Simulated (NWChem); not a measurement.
Ionisation of Ge (+1)

```
Ge
```
Charge +1, spin multiplicity 2.

Program: NWChem.

Basis set: def2-TZVPD. −ε marks an orbital energy of the parent.

The Hamiltonian is non-relativistic. B3LYP has NWChem's definition, with VWN1-RPA local correlation. The stability of the SCF solutions was not checked. Open-shell Hartree-Fock references start from PBE0 orbitals.

**Question.** For the first vertical ionisation energy, −ε(alpha HOMO) of PBE0 gives 12.82 eV and −ε(alpha HOMO) of B3LYP gives 12.55 eV. What do −ε(alpha HOMO) of BLYP, −ε(alpha HOMO) of PBE, −ε(alpha HOMO) of HF give?

**Answer.** −ε(alpha HOMO) of BLYP: 11.52 eV; −ε(alpha HOMO) of PBE: 11.72 eV; −ε(alpha HOMO) of HF: 15.54 eV.
